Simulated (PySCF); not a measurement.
C3H8F2Si. Atoms are numbered in the order given.

```xyz
14

Si     0.6692     0.6203    -0.1675
F      1.9091     1.2966     0.6541
F      1.3063    -0.5486    -1.1174
C     -0.5037    -0.1716     1.0529
C     -1.4741    -1.2059     0.4520
C     -2.4347    -0.6221    -0.5868
H      0.1093     1.6751    -1.0661
H      0.1346    -0.6365     1.8361
H     -1.0631     0.6444     1.5643
H     -0.8843    -2.0265    -0.0096
H     -2.0577    -1.6748     1.2731
H     -3.0332     0.2118    -0.1635
H     -3.1439    -1.3887    -0.9578
H     -1.8937    -0.2243    -1.4715
```

Geometry optimised at PBE-D3(BJ)/def2-SVP. The values are those of a single conformer.

The numbers are results of PBE/def2-TZVP run with PySCF, not measurements.

Atomic charges (e):

```csv
atom,Löwdin,IAO,Mulliken
Si1,0.08,1.42,0.65
F2,0.01,-0.51,-0.29
F3,0.01,-0.52,-0.29
C4,-0.39,-0.59,-0.31
C5,-0.31,-0.24,-0.16
C6,-0.32,-0.42,-0.38
H7,-0.04,-0.16,-0.05
H8,0.16,0.16,0.13
H9,0.15,0.16,0.12
H10,0.14,0.14,0.11
H11,0.14,0.14,0.10
H12,0.12,0.14,0.11
H13,0.13,0.15,0.13
H14,0.12,0.14,0.12
```

Question: Give the Mayer and Wiberg (Löwdin basis) orders of the bonds. (Estimate from the structure and the level; the computed values follow.)

Answer: 
| bond | Mayer | Wiberg |
|---|---|---|
| Si1–F2 | 1.13 | 1.71 |
| Si1–F3 | 1.11 | 1.70 |
| Si1–C4 | 1.01 | 1.14 |
| C4–C5 | 0.99 | 1.25 |
| C5–C6 | 1.01 | 1.30 |
| Si1–H7 | 0.92 | 0.91 |
| C4–H8 | 0.92 | 0.83 |
| C4–H9 | 0.93 | 0.83 |
| C5–H10 | 0.95 | 0.84 |
| C5–H11 | 0.94 | 0.84 |
| C6–H12 | 0.96 | 0.90 |
| C6–H13 | 0.96 | 0.90 |
| C6–H14 | 0.96 | 0.90 |
